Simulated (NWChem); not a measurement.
Molecule: BO, doublet; SMILES [B]=O

```xyz
2

B      0.0000     0.0000    -0.7376
O      0.0000     0.0000     0.4642
```
Atoms are numbered in this order, from 1.

Structure relaxed at the PBE0/def2-SVP, spin-unrestricted level. No stability test was run on the SCF state.

Question: List the 6 lowest vertical excitations from CAM-B3LYP/aug-cc-pVDZ, spin-unrestricted, TDA (NWChem).

Answer: 
```csv
state,energy (eV),oscillator strength,<S²>
state 1,3.71,0.007,0.78
state 2,3.71,0.007,0.78
state 3,5.70,0.009,0.87
state 4,7.18,0.007,2.66
state 5,7.29,0.085,0.77
state 6,7.29,0.085,0.77
```
